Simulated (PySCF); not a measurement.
Compound: C4H4FNO2S.
Bonds: N1–C2, C2–C3 (double), C3–F4, C3–S5, S5–O6 (double), S5–O7 (double), S5–C8, C8–C9 (double), C2–C9. Hydrogens: H10, H11 on N1; H12 on C8; H13 on C9.

Computed by this run: PBE/def2-SV(P) geometry optimisation, gas phase (PySCF 2.14.0); density fitting, grid level 1; the optimiser is geomeTRIC in internal coordinates, started from a GFN2-xTB structure.

Step 0: E = -23314.2077 eV
```
atom  x, y, z in Å  |  force x, y, z in eV/Å
N1      2.2070    0.0727    0.0569   -0.220   0.003  -0.346
C2      0.8425   -0.0177    0.0196    0.526   0.433   0.055
C3      0.0973   -1.0888   -0.2912   -0.330  -0.814  -0.196
F4      0.5409   -2.3266   -0.5558   -0.141   0.014  -0.015
S5     -1.6580   -0.6741   -0.2844    1.706   1.090   0.412
O6     -2.3395   -1.3345    0.7899   -1.221  -1.305   2.378
O7     -2.2322   -0.7494   -1.5946   -0.997  -0.022  -2.869
C8     -1.2881    1.0338    0.1513   -0.408  -0.704  -0.185
C9      0.0237    1.1774    0.2558    0.895   0.016   0.078
H10     2.6080    0.8228    0.5942    0.338   0.480   0.395
H11     2.7182   -0.7949    0.0604    0.441  -0.556   0.013
H12    -2.0488    1.7760    0.2826   -0.878   0.592   0.091
H13     0.5246    2.1037    0.4976    0.288   0.775   0.189
```

Q: Estimate the geometry and energy of step 1. (The exact step hangs on the optimiser's Hessian estimate; all steps are aligned on step 0, rigid shifts and turns removed.)

A: E = -23314.4350 eV, largest force 0.293 eV/Å
```
atom  x, y, z in Å  |  force x, y, z in eV/Å
N1      2.2386    0.0644    0.0522    0.119   0.044   0.007
C2      0.8648   -0.0062    0.0134    0.016  -0.039   0.011
C3      0.0967   -1.0873   -0.2925   -0.081  -0.056  -0.032
F4      0.5047   -2.3297   -0.5677    0.022  -0.016  -0.001
S5     -1.6691   -0.6782   -0.2840   -0.229  -0.176  -0.053
O6     -2.3524   -1.3575    0.8443    0.133   0.135  -0.193
O7     -2.2494   -0.7516   -1.6477    0.141   0.053   0.247
C8     -1.2943    1.0315    0.1492   -0.175   0.096   0.014
C9      0.0374    1.1999    0.2557    0.090   0.075   0.022
H10     2.6537    0.8076    0.6199   -0.010  -0.034  -0.001
H11     2.7570   -0.8179    0.0623   -0.039   0.003  -0.006
H12    -2.1083    1.7616    0.2778    0.024  -0.068  -0.013
H13     0.5163    2.1640    0.4994   -0.010  -0.017  -0.003
```

The energy changes by -0.2273 eV. The first-order estimate −F·Δx gives -0.4901 eV and the mean of the old and new forces, exact on a quadratic surface, -0.2329 eV. The step makes an angle of 53° with the force vector and moves no atom by more than 0.061 Å.

What follows is the cost of the whole optimisation. Hardware: Arm Neoverse V2, one thread, on a shared host. Cost: 68 s wall, 0.56 GiB resident at most.
